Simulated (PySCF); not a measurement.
# Aluminium: highly charged ions in a basis for the neutral atom

Al⁶⁺ [He] 2s2 2p3, Al⁷⁺ [He] 2s2 2p2. Calculation: PySCF 2.14, in cc-pVDZ-DK; the spin-free X2C one-electron Hamiltonian (Gaussian nucleus). No spin-orbit coupling, so a gap to NIST mixes the basis error with missing relativistic terms.

Changed run: basis of the neutral atom used for a highly charged ion. This setting is unsound on purpose.

```
species  method  sound run (hartree)  changed run (hartree)  converged
   Al⁶⁺     UHF              not run             -222.97446        yes
   Al⁶⁺    BP86              not run             -223.19125        yes
   Al⁶⁺    MN15              not run             -223.16589        yes
   Al⁷⁺     UHF              not run             -213.90042        yes
   Al⁷⁺    BP86              not run             -214.10365        yes
   Al⁷⁺    MN15              not run             -214.07105        yes
```

Ionisation energy of Al⁶⁺:

| method | changed run (eV) | NIST (eV) |
| --- | --- | --- |
| UHF | 246.92 | 241.76 ± 0.09 |
| BP86 | 247.29 | 241.76 ± 0.09 |
| MN15 | 247.48 | 241.76 ± 0.09 |

The contracted functions were made for the neutral atom and can be too rigid for a highly charged ion.
